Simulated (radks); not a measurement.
Values are calculated unless marked as measured or tabulated.
Problem. Radial electron density D(r) = 4 pi r^2 rho(r) of an atom or ion with 34 electrons. Level of theory: scalar-relativistic Kohn-Sham, r2SCAN, spin-unpolarised, spherical densities, finite nucleus; meta-GGA in the generalised Kohn-Sham scheme; Fermi nuclear charge, rms radius of each element as measured or else 0.836 A^(1/3) + 0.57 fm (a radial shooting solver on a logarithmic mesh with Libxc functionals).

| r (bohr) | D(r) (e/bohr) |
|---|---|
| 0.001773 | 1.517 |
| 0.002015 | 1.907 |
| 0.00229 | 2.391 |
| 0.002624 | 3.030 |
| 0.002982 | 3.776 |
| 0.003389 | 4.688 |
| 0.003883 | 5.873 |
| 0.004413 | 7.225 |
| 0.005016 | 8.841 |
| 0.005747 | 10.88 |
| 0.006531 | 13.14 |
| 0.007423 | 15.74 |
| 0.008505 | 18.89 |
| 0.009666 | 22.18 |
| 0.01099 | 25.76 |
| 0.01259 | 29.76 |
| 0.01431 | 33.57 |
| 0.01626 | 37.26 |
| 0.01863 | 40.78 |
| 0.02117 | 43.47 |
| 0.02406 | 45.33 |
| 0.02757 | 46.17 |
| 0.03133 | 45.84 |
| 0.03561 | 44.53 |
| 0.0408 | 42.40 |
| 0.04637 | 40.26 |
| 0.0527 | 38.66 |
| 0.06038 | 38.29 |
| 0.06862 | 39.67 |
| 0.07799 | 42.79 |
| 0.08936 | 47.40 |
| 0.1016 | 51.83 |
| 0.1154 | 54.94 |
| 0.1322 | 55.40 |
| 0.1503 | 52.57 |
| 0.1708 | 47.07 |
| 0.1957 | 40.00 |
| 0.2224 | 34.41 |
| 0.2528 | 31.62 |
| 0.2896 | 32.33 |
| 0.3292 | 35.38 |
| 0.3741 | 38.46 |
| 0.4286 | 39.28 |
| 0.4872 | 36.51 |
| 0.5537 | 30.71 |
| 0.6344 | 22.96 |
| 0.721 | 16.09 |
| 0.8195 | 10.98 |
| 0.9388 | 7.863 |
| 1.067 | 6.584 |
| 1.213 | 6.036 |
| 1.389 | 5.441 |
| 1.579 | 4.533 |
| 1.795 | 3.357 |
| 2.056 | 2.101 |
| 2.337 | 1.158 |
| 2.656 | 0.5404 |
| 3.043 | 0.1970 |
| 3.459 | 0.06211 |
| 3.931 | 0.01573 |
| 4.504 | 0.002800 |
| 5.119 | 0.0004160 |

What is the nuclear charge?

Solution. Z = 37. The innermost maximum, from 1s, lies near gamma/Z bohr with gamma = sqrt(1 - (Z/c)^2) = 0.963, here 0.026 bohr (found: 0.0282), and its height grows with Z. The density is that of the rubidium ion Rb3+ in [Ar] 3d10 4s2 4p4; the configuration itself is not fixed sharply by these data, and Z only to a few units. D(r) has 3 maxima, at r = 0.0282, 0.126, 0.412 bohr, and minima at 0.0580, 0.263 bohr, inside which lie 2.05, 11.04 electrons.
